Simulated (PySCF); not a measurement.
Cl3Ge, SMILES [Cl][Ge]([Cl])[Cl], multiplicity 2. The structure is a stationary point at B3LYP-D3(BJ)/def2-SVP. The isomer is the one that the SMILES or the coordinates give; other isomers of the formula were not compared.

The numbers are results of B3LYP-D3(BJ)/def2-SVP (PySCF), not measurements.

Harmonic wavenumbers (cm⁻¹): 126, 126, 156, 365, 408, 408. Rotational constants (GHz): 2.036, 2.036, 1.133; symmetry number 3.

Q: Work out the zero-point energy and the ideal-gas rigid-rotor harmonic-oscillator thermochemistry at 298.15 K and 1 atm.

A: ZPE = ½ Σ hcν = ½ × 1588 cm⁻¹ = 9.50 kJ/mol. H − E(el) = 27.17 kJ/mol. Entropy in J/(mol K): translation 173.44, rotation 110.60, vibration 48.47, spin 5.76, total 338.27. G − E(el) = -73.68 kJ/mol. Cp = 75.94 J/(mol K). Modes under 150 cm⁻¹ make the vibrational entropy uncertain.
